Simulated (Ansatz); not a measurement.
Input file for CH₄BNOS, SMILES `SC1NBO1`:

```yaml
crystal:
  periodic: [false, false, false]
  atoms:
    - {symbol: S, position_ang: [-0.376167, 0.708526, 1.845043]}
    - {symbol: C, position_ang: [-0.404996, 0.289796, 0.094134]}
    - {symbol: N, position_ang: [0.041524, -1.053254, -0.158464]}
    - {symbol: B, position_ang: [1.049739, -0.474414, -0.957145]}
    - {symbol: O, position_ang: [0.662951, 0.841473, -0.690653]}
    - {symbol: H, position_ang: [-1.050405, 1.863828, 1.723900]}
    - {symbol: H, position_ang: [-1.369896, 0.563672, -0.338629]}
    - {symbol: H, position_ang: [-0.391993, -1.913423, 0.113846]}
    - {symbol: H, position_ang: [1.927743, -0.872504, -1.649133]}
basis:
  gaussian: {orbitals: def2-TZVPP}
correlation: {method: ccsd_t}
output: {orbitals: {seedname: orbitals}}
```

```sh
$ ansatz run in.yaml --threads 2 --pin off --events-out ev --progress --plain --max-ram 4352MiB
```

Log, shortened:

```
Functional definition: HF
1336 factors; integrals over basis functions are off by at most 9.0e-4 eV
mean field evaluation 1: about -16100.6842 eV, gradient 4.3e1 eV
mean field evaluation 2: about -16100.9807 eV, gradient 4.3e1 eV
mean field evaluation 4: about -16105.0513 eV, gradient 4.2e0 eV
mean field evaluation 8: about -16105.1225 eV, gradient 4.2e-1 eV
mean field evaluation 16: about -16105.1234 eV, gradient 2.4e-6 eV
mean field -16105.12341340 eV, -591.8523689977 hartree, gradient 2.4e-6 eV, S^2 0.000000; 0 other end points of the search recorded, 0 dependent functions left out
9 core orbitals not correlated: weight in the atoms' cores, before any rotation towards them, 1.000 or more for the frozen orbitals, at most 0.000 for the correlated occupied ones
reference -16105.12341340 eV, -591.8523689977 hartree; 14, 14 occupied and 199, 199 virtual orbitals, 1336 factors
second order -23.79862151 eV of doubles, -0.00000000 eV of singles
cycle   1  -23.94161030 eV  change   -1.4e-1 eV  update   1.1e-1
cycle   2  -24.55243044 eV  change   -6.1e-1 eV  update   3.2e-2
cycle   3  -24.68770285 eV  change   -1.4e-1 eV  update   1.8e-2
cycle   4  -24.67145606 eV  change    1.6e-2 eV  update   4.8e-3
cycle   5  -24.66986806 eV  change    1.6e-3 eV  update   2.3e-3
cycle   6  -24.67075043 eV  change   -8.8e-4 eV  update   6.9e-4
cycle   7  -24.67020416 eV  change    5.5e-4 eV  update   2.2e-4
cycle   8  -24.67014244 eV  change    6.2e-5 eV  update   6.5e-5
cycle   9  -24.67016986 eV  change   -2.7e-5 eV  update   2.2e-5
perturbative correction -1.09716376 eV, -0.0403200245 hartree
Total energy: -16130.89074702 eV, -592.7993010425 hartree
```

It took 2.9 min on 2 threads of an Arm Neoverse V1 on a shared host, with 3.6 GiB of host memory at the peak.

Correlation energy per correlated electron: -0.920 eV. T1 diagnostic: 0.0140.
